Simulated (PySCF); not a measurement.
## How methods differ on the excitation energy of Ga

Ga [Ar] 3d10 4s2 4p1 (2P) → Ga [Ar] 3d10 4s1 4p1 5s1 (4P), as a difference of total energies. Computed with PySCF 2.14 in aug-cc-pVTZ-PP with one added diffuse shell each of s, d, f type with ECP10MDF (7s5p5d3f, 68 functions), with a scalar-relativistic core potential. Correlated levels: valence: 3s2 3p6 3d10 frozen. The calculations carry no spin-orbit coupling.

```tsv
method	excitation energy (cm⁻¹)
UHF	58464
LDA	74598
PBE	71912
PBE0	69946
r2SCAN	71011
BP86	72822
CAM-B3LYP	73625
wB97X-V	71635
B2PLYP	70618
MP2 (valence)	64744
SCS-MP2 (valence)	66619
```

The upper state lies above the first ionisation limit, but in LS coupling its spin forbids autoionisation to the ground ion. A Rydberg-like electron needs more diffuse functions than a valence basis has.

The promoted electron is Rydberg-like, and one or two diffuse shells describe it only roughly, which tends to raise the upper state.
